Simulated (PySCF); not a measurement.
Compound: Zr(NCS)4, C4N4S4Zr (singlet state).
Bonds: Zr1–N2, Zr1–N5, Zr1–N8, Zr1–N11, N2–C3, C3–S4, N5–C6, C6–S7, N8–C9, C9–S10, N11–C12, C12–S13.

Theory: PBE0-D3(BJ)/def2-SVP geometry optimisation, gas phase, def2 core potentials past Kr (PySCF).

(1) What internal coordinates does the optimisation give?

## Answers

(1) 
| bond | length (pm) |
| --- | --- |
| Zr1–N2 and 3 like bonds | 203.6 |
| N2–C3 and 3 like bonds | 120.7 |
| C3–S4 and 3 like bonds | 156.8 |

Bonds in one row agree within 1 pm and their mean is given. A selection of angles:
| angle | degrees |
| --- | --- |
| N2–Zr1–N5 | 109.0 |
| Zr1–N2–C3 | 179.9 |
| N2–C3–S4 | 179.9 |

All 4 C–N bonds measure 1.207 Å. All 4 N–Zr bonds measure 2.035 to 2.037 Å. All 4 C–S bonds measure 1.568 Å. Zr1 (zirconium bonded to 4 N) is tetrahedral (angles from 109.0° to 109.9°).

Stationary, but not proved a minimum.

Hardware: AMD EPYC 7R43, one thread, shared host with 256 logical CPUs at a one-minute load of 49. Cost: 5.0 min of wall time, 1.3 GiB resident at most. That covers the optimisation of the geometry.
